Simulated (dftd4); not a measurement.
C3H7O2 (SMILES CC(O)[CH]O), doublet, geometry from GFN2-xTB; D4 for pbe0 run with dftd4.

dftd4 was given this input:
```
$ dftd4 mol.xyz --func pbe0 --charge 0 --json dftd4.json --noedisp --property

# file mol.xyz
12

C      1.50819162    -0.73795999     0.43248046
C      0.57207632     0.36972919    -0.09477346
O     -0.13100864     0.98699105     0.97305001
C     -0.45295305    -0.16437097    -1.03736454
O     -1.70715484    -0.42723192    -0.57774833
H      2.25959940    -0.31797272     1.10030602
H      2.01077026    -1.21954514    -0.40067598
H      0.92816150    -1.48208559     0.97345271
H      1.19400709     1.11886106    -0.61749632
H      0.50509671     1.28814348     1.62799971
H     -0.16818726    -0.71204669    -1.91491081
H     -1.78802916     0.04218330     0.26685666
```

What the program printed (banner, timings and long lists left out):

```
                    ____  _____ _____     ____  _  _
      -------------|  _ \|  ___|_   _|---|  _ \| || |------------
     |             | | | | |_    | | ___ | | | | || |_           |
     |             | |_| |  _|   | ||___|| |_| |__   _|          |
     |             |____/|_|     |_|     |____/   |_|            |
     |             ===================================           |
     |            E. Caldeweyher, S. Ehlert & S. Grimme          |
     |          Mulliken Center for Theoretical Chemistry        |
     |                    University of Bonn                     |
      -----------------------------------------------------------

Rational (Becke-Johnson) damping: pbe0-D4-ATM
---------------------
  s6         1.0000
  s8         1.2007
  s9         1.0000
  a1         0.4009
  a2         5.0293
 alp        16.0000
--------------------

Atomic data, radii in Ångström:
------------------------------------------------------
   Z          R(cov)      r4/r2   hardness         EN
------------------------------------------------------
   6 C        1.0000     1.6431     0.4220     2.5500
   8 O        0.8400     1.3725     0.5869     3.4400
   1 H        0.4267     1.0622     0.4726     2.2000
------------------------------------------------------

Atomic reference systems (in atomic units):
----------------------------------------------------------------------------
   Z        #      CN     q+Z       C6(AA)   #      CN     q+Z       C6(AA)
----------------------------------------------------------------------------
   6 C      1  0.0000  6.0000      49.3833   2  0.9189  5.8288      52.1688
            3  1.9079  5.8579      35.6972   4  2.8312  5.7775      35.8445
            5  3.7487  5.7435      28.6317   6  2.9183  5.8956      32.2504
            7  0.8556  6.2103      25.6194
   8 O      1  0.0000  8.0000      15.5711   2  0.8042  7.6453      20.8489
            3  1.6112  7.4012      24.8631   4  0.9798  8.0000      14.9880
   1 H      1  0.0000  1.0000       7.6362   2  0.8942  1.0000       3.0374
----------------------------------------------------------------------------

Atomic properties (in atomic units):
----------------------------------------------------------------------------
     #    Z              CN          q      C6(AA)        C8(AA)   alpha(0)
----------------------------------------------------------------------------
     1    6 C        3.7510    -0.2185     27.8470      805.3829     7.6157
     2    6 C        3.7224     0.0386     22.4060      648.0216     6.8394
     3    8 O        1.6562    -0.4862     22.4215      452.4787     6.4052
     4    6 C        2.7619     0.0134     29.2400      845.6714     8.8270
     5    8 O        1.6576    -0.4459     21.5920      435.7387     6.2857
     6    1 H        0.9246     0.1005      1.7807       21.5258     2.0868
     7    1 H        0.9250     0.0982      1.8018       21.7811     2.0991
     8    1 H        0.9248     0.1216      1.6004       19.3458     1.9783
     9    1 H        0.9224     0.1058      1.7330       20.9487     2.0587
    10    1 H        0.8053     0.2540      0.8774       10.6062     1.4713
    11    1 H        0.9263     0.1211      1.6041       19.3904     1.9805
    12    1 H        0.8047     0.2974      0.7289        8.8109     1.3410
----------------------------------------------------------------------------

Molecular properties (in atomic units):
----------------------------------------
 molecular C6                1090.2842
 molecular C8               23581.3637
----------------------------------------

Dispersion energy:      -6.1038328343528E-03 Eh

[Info] JSON dump of results written to 'dftd4.json'
```
